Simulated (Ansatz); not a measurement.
One change: `C#CO[SiH2]F` becomes `C#CO[SiH2]Br`.

Ansatz, PBE0-D4/def2-TZVP geometries, multiplicity 1. Each molecule was computed in one conformer, which needn't be the lowest.

Scalar relativity is left out up to krypton.

| property | `C#CO[SiH2]F` |
| --- | --- |
| size of the dipole moment (ωB97M-V/def2-TZVPP) / D | 1.57 |
| LUMO energy (ωB97M-V/def2-TZVPP) / eV | 1.65 |
| HOMO energy (PBE/def2-TZVPP) / eV | -6.26 |
| HOMO energy (ωB97M-V/def2-TZVPP) / eV | -9.83 |
| LUMO energy (PBE0/def2-TZVPP) / eV | -0.10 |
| size of the dipole moment (B3LYP/def2-TZVPP) / D | 1.59 |

Task: What does the change do to each property? (Best estimate.)

Result: The calculation gave: 
| property | `C#CO[SiH2]Br` | shift |
| --- | --- | --- |
| size of the dipole moment (ωB97M-V/def2-TZVPP) / D | 1.37 | -0.20 |
| LUMO energy (ωB97M-V/def2-TZVPP) / eV | 1.46 | -0.19 |
| HOMO energy (PBE/def2-TZVPP) / eV | -6.25 | 0.01 |
| HOMO energy (ωB97M-V/def2-TZVPP) / eV | -9.83 | 0.00 |
| LUMO energy (PBE0/def2-TZVPP) / eV | -0.36 | -0.26 |
| size of the dipole moment (B3LYP/def2-TZVPP) / D | 1.36 | -0.23 |

Dipoles are sizes alone; their direction can turn.

B3LYP here is the variant with VWN-RPA as its local correlation; programs differ in this.

Spin–orbit coupling is left out; it splits and shifts lone-pair levels of the heavy atoms by tenths of an eV.
